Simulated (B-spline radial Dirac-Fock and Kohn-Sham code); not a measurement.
Relativistic shifts of the levels of Ru²⁴⁺

System: ruthenium as Ru²⁴⁺, configuration [Ar] 3d2.

Both columns are ΔSCF binding energies of the configuration average from a radial atomic solver: non-relativistic Hartree-Fock with a point nucleus, and Dirac-Fock with a finite nucleus and the Coulomb interaction alone, averaged over the two j levels with weights 2j+1.

```tsv
shell	Hartree-Fock (eV)	Dirac-Fock (eV)	shift (eV)	shift (%)
1s	22624.4	23228.5	+604.05	+2.67
2s	4112.8	4261.7	+148.96	+3.62
2p	3873.8	3917.0	+43.19	+1.11
3s	1410.5	1448.2	+37.66	+2.67
3p	1314.8	1328.3	+13.45	+1.02
3d	1181.6	1179.6	-1.95	-0.17
```

Relativity binds 1s, 2s, 2p, 3s, 3p more strongly, among those listed most of all 2s in relative terms, and 3d more weakly, because the contracted s and p shells screen the nucleus better.

Values without a named source are computed, but for edge energies of neutral atoms, which are taken from tables.
